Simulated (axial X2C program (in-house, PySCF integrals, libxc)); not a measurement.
**Low determinants of RuSe⁻ at the PBE0 level, scalar-relativistic**

Calculated with an axial X2C code built on PySCF integrals. Spin-free means the one-electron spin-free X2C Hamiltonian. Basis: Ru dyall-acv3z [13s13p9d5f3g], Se dyall-acv3z [9s10p7d5f1g] (cores contracted in-house); Gaussian nuclei, density fitting, unrestricted open shells. Masses: Ru 101.904 u, Se 79.917 u.

Search at 2.210 Å (vertical energies from the lowest determinant):

```csv
ΔE (eV),state,electrons beyond evenly filled partner blocks,"electrons in σ, π, δ, φ"
0.00,"M_S = 3/2, Λ = 2","π+α, π-α, δ+α, δ+β, δ-α",34 34 11 0
0.36,"M_S = 5/2, Λ = 2","2 × σα, π+α, π-α, δ+α, δ+β, δ-α",34 34 11 0
0.52,"M_S = 3/2, Λ = 3","σα, π+α, π+β, π-α, δ+α, δ+β, δ-α",33 35 11 0
0.62,"M_S = 3/2, Λ = 1","σα, π+α, π-α, π-β, δ+α, δ+β, δ-α",33 35 11 0
0.82,"M_S = 3/2, Λ = 0","σα, δ+α, δ-α",33 36 10 0
1.11,"M_S = 5/2, Λ = 1","2 × σα, π+α, π+β, π-α, δ+α, δ-α",34 35 10 0
1.65,"M_S = 5/2, Λ = 3","σα, 2 × π+α, π-α, δ+α, δ+β, δ-α",33 35 11 0
```

Lowest determinant, M_S = 3/2, Λ = 2 (beyond evenly filled blocks: π+α, π-α, δ+α, δ+β, δ-α): Re = 2.239 Å, ωe = 316.0 cm⁻¹.

The determinant in row 2 of the search, M_S = 5/2, Λ = 2 (beyond evenly filled blocks: 2 × σα, π+α, π-α, δ+α, δ+β, δ-α), was followed along the bond at PBE0; measured from the minimum of the lowest determinant it gives:

Te = 0.286 eV (2306 cm⁻¹), Re = 2.306 Å, ωe = 298.3 cm⁻¹.

Task: Compare the bond of the determinant in row 2 with that of the lowest one.

Result: At PBE0 its Re is 0.067 Å longer and its force constant, which goes as ωe², is 0.89 times that of the lowest determinant. T0 ≈ Te + Δωe/2 = 2306 + (-9) = 2297 cm⁻¹.

The search compares states at one distance, so a state with another bond length can lie lower; it is not exhaustive and yields mostly the lowest determinant of each block pattern, so other components and higher states of one pattern are missing. These are energies of single determinants, not of spin-adapted states; PBE0 term energies can be off by some tenths of an eV, and the functional has no current term. The lowest determinant need not be the ground state where others lie within half an eV. For an anion, determinants above electron detachment are held by the basis set. The highest occupied level of some functionals is positive through self-interaction error; at Hartree–Fock it is bound. Row 2 has a positive highest level at its minimum.
